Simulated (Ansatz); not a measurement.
`[CH3][GeH]` + CH₃OH → `C[O][GeH]` + CH₄ at 400 K and 1 bar (ligand exchange at a Ge–C bond).

Program: Ansatz. Geometries: PBE0-D4/def2-TZVP. ΔE: electronic, gas phase. CBS: MP2 limit from def2 TZ/QZ plus the TZ coupled-cluster correction, frozen cores. This one scheme is used for every species. For Ge outer-core shells are correlated without core-valence functions, which leaves a few kJ/mol of doubt a bond. Scalar relativity is left out up to krypton.

```
     species  CCSD(T)/CBS energy (Eh)  H − E (kJ/mol)  S (J/(mol·K))
`[CH3][GeH]`              -2116.52215           127.5          291.3
       CH₃OH               -115.61712           151.2          252.6
 `C[O][GeH]`              -2191.71863           148.2          313.9
         CH₄                -40.46206           131.3          197.2
```

H − E and S are ideal-gas, rigid-rotor, harmonic terms from PBE0-D4/def2-TZVP. 1 Eh = 2625.50 kJ/mol, R = 8.31446 J/(mol·K).

Task: By hand: ΔE, ΔH, ΔS and ΔG.

Result: ΔE = (-2191.71863) + (-40.46206) − (-2116.52215) − (-115.61712) = -0.04142 Eh = -108.7 kJ/mol. Δ(H − E) = 148.2 + 131.3 − 127.5 − 151.2 = 0.8, so ΔH = -107.9 kJ/mol. ΔS = 313.9 + 197.2 − 291.3 − 252.6 = -32.8 J/(mol·K). ΔG = -107.9 − 400 × (-32.8)/1000 = -94.8 kJ/mol.

Task: By hand: the equilibrium constant, and the temperature at which ΔG would vanish if ΔH and ΔS stayed fixed.

Result: log₁₀ K = −ΔG/(RT ln 10) = 12.4. ΔG = 0 at ΔH/ΔS = 3290 K, far beyond where these terms or the molecules hold.

ΔH outweighs TΔS. A doubt of 5 kJ/mol in ΔE shifts log₁₀ K by 0.7 here. These are equilibria of isolated gas molecules and say nothing of rates. Largest T1 diagnostic: 0.016 (customary marks: 0.02 for closed shells, 0.045 for open ones).
